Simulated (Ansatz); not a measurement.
Cost and result for the atomization energy of CH$_{4}$FNZn (`[NH2][Zn][CH2]F`) (8 atoms, 7 bonds).

Charge 0, multiplicity 1. For Zn the d shell is correlated and the shells below it are frozen. Scalar relativity is left out up to krypton. All single points use the PBE0-D4/def2-TZVP geometry. It is one conformer, not always the lowest. Program: Ansatz. All runs use 2 threads of an Arm Neoverse V2 on a shared host. Times are those of one run each, without the atoms' runs, and a repeat can differ threefold. Electronic energies, without spin–orbit coupling; frozen cores. CCSD(T)/CBS adds CCSD(T) − MP2 in def2-TZVPP to the MP2 limit, and its time is that of the two runs behind it. T1 = 0.015. With those shells the extrapolation isn't a true limit. B3LYP takes the VWN-RPA correlation (the form of Gaussian; ORCA's B3LYP/G). HSE06 is the plane-wave form, built on full-range PBE exchange.

CCSD(T)/CBS is a level of theory with its own doubt, some kJ/mol a heavy atom from the limit and from the frozen cores, so smaller differences don't rank the functionals.

```json
{"level": "BLYP-D4/def2-TZVPP", "functions": "213", "wall time": "2.2 s"}
{"level": "BHLYP-D4/def2-TZVPP", "functions": "213", "wall time": "3.8 s"}
{"level": "HSE06-D4/def2-TZVPP", "functions": "213", "wall time": "3.9 s"}
{"level": "CCSD(T)/def2-SVP", "functions": "93", "wall time": "4.7 s"}
{"level": "B3LYP-D4/def2-TZVPP (with forces)", "functions": "213", "wall time": "5 s"}
{"level": "r2SCAN-D4/def2-TZVPP (with forces)", "functions": "213", "wall time": "5.5 s"}
{"level": "B2PLYP/def2-TZVPP", "functions": "213", "wall time": "5.5 s"}
{"level": "r2SCANh-D4/def2-TZVPP", "functions": "213", "wall time": "6 s"}
{"level": "PBE-QIDH/def2-TZVPP", "functions": "213", "wall time": "6 s"}
{"level": "ωB97X-V/def2-TZVPP", "functions": "213", "wall time": "9 s"}
{"level": "MP2/def2-QZVPP", "functions": "391", "wall time": "18 s"}
{"level": "CCSD(T)/def2-TZVPP", "functions": "213", "wall time": "2.1 min"}
{"level": "CCSD(T)/CBS(def2)", "functions": "–", "wall time": "2.4 min"}
```

What atomization energy does each give, and how far from CCSD(T)/CBS? (Estimate.)

The calculation gave: 
```
                             level  atomization (kJ/mol)  difference from CCSD(T)/CBS  per bond
                BLYP-D4/def2-TZVPP                2489.8                          1.4       0.2
               BHLYP-D4/def2-TZVPP                2375.4                       -113.0     -16.1
               HSE06-D4/def2-TZVPP                2488.7                          0.3       0.1
                  CCSD(T)/def2-SVP                2291.0                       -197.4     -28.2
 B3LYP-D4/def2-TZVPP (with forces)                2477.8                        -10.6      -1.5
r2SCAN-D4/def2-TZVPP (with forces)                2495.9                          7.5       1.1
                 B2PLYP/def2-TZVPP                2458.9                        -29.5      -4.2
             r2SCANh-D4/def2-TZVPP                2470.8                        -17.6      -2.5
               PBE-QIDH/def2-TZVPP                2463.6                        -24.8      -3.5
                ωB97X-V/def2-TZVPP                2506.4                         18.0       2.6
                    MP2/def2-QZVPP                2520.2                         31.8       4.5
                CCSD(T)/def2-TZVPP                2408.3                        -80.1     -11.4
                 CCSD(T)/CBS(def2)                2488.4                          0.0       0.0
```

From BLYP to BHLYP (50 % exact exchange), in def2-TZVPP and without D4, the atomization energy moves by −104.2 kJ/mol: exact exchange takes away binding that semilocal exchange gives to molecules. Leaving LDA and LC-ωPBE aside and taking each functional with its dispersion term where it has one, the values, not all of them listed here, spread over 182.0 kJ/mol, from BHLYP-D4 to PBE-D4. LDA lies +373.7 kJ/mol from PBE without D4, its usual overbinding. The D4 term adds +16.3 kJ/mol with B3LYP and +8.5 kJ/mol with PBE0; it sums over pairs of atoms, weighted by their polarisabilities, and B3LYP, whose exchange is more repulsive, gets the larger term.
